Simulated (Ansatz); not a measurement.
`O[SiH]([SiH3])[TeH]` + H₂ → `[SiH3][SiH2][TeH]` + H₂O at 500 K and 1 bar (hydrogenolysis of the Si–O bond).

Computed with Ansatz on PBE0-D4/def2-TZVP structures; ΔE is electronic, products minus reactants. CBS: MP2 limit from def2 TZ/QZ plus the TZ coupled-cluster correction, frozen cores. This one scheme is used for every species. Elements past krypton have def2 core potentials. For Te outer-core shells are correlated without core-valence functions, which leaves a few kJ/mol of doubt a bond. Each species was taken in one conformer, which may not be the lowest.

```
              species  CCSD(T)/CBS energy (Eh)  H − E (kJ/mol)  S (J/(mol·K))
`O[SiH]([SiH3])[TeH]`               -924.72516           198.2          462.4
                   H₂                 -1.17544            41.0          145.5
  `[SiH3][SiH2][TeH]`               -849.49595           173.5          430.4
                  H₂O                -76.37941            73.2          206.3
```

H − E and S are ideal-gas, rigid-rotor, harmonic terms from PBE0-D4/def2-TZVP, for one conformer and one mirror image of each species. The MP2-based limit puts H₂ 0.8 mEh under its directly extrapolated value; such offsets cancel only in part. 1 Eh = 2625.50 kJ/mol, R = 8.31446 J/(mol·K).

Task: By hand: ΔE, ΔH, ΔS and ΔG.

Result: ΔE = (-849.49595) + (-76.37941) − (-924.72516) − (-1.17544) = 0.02524 Eh = 66.3 kJ/mol. Δ(H − E) = 173.5 + 73.2 − 198.2 − 41.0 = 7.5, so ΔH = 73.8 kJ/mol. ΔS = 430.4 + 206.3 − 462.4 − 145.5 = 28.8 J/(mol·K). ΔG = 73.8 − 500 × (28.8)/1000 = 59.4 kJ/mol.

Task: By hand: the equilibrium constant, and the temperature at which ΔG would vanish if ΔH and ΔS stayed fixed.

Result: log₁₀ K = −ΔG/(RT ln 10) = -6.2. ΔG = 0 at ΔH/ΔS = 2562 K, far beyond where these terms or the molecules hold.

ΔH outweighs TΔS. A doubt of 5 kJ/mol in ΔE shifts log₁₀ K by 0.5 here. Other conformers and mirror images would add mixing entropy, several J/(mol·K) or more a flexible species. Modes under 60 cm⁻¹, often nearly free rotors, make the harmonic entropy too high. These are equilibria of isolated gas molecules and say nothing of rates. Largest T1 diagnostic: 0.012 (customary marks: 0.02 for closed shells, 0.045 for open ones).
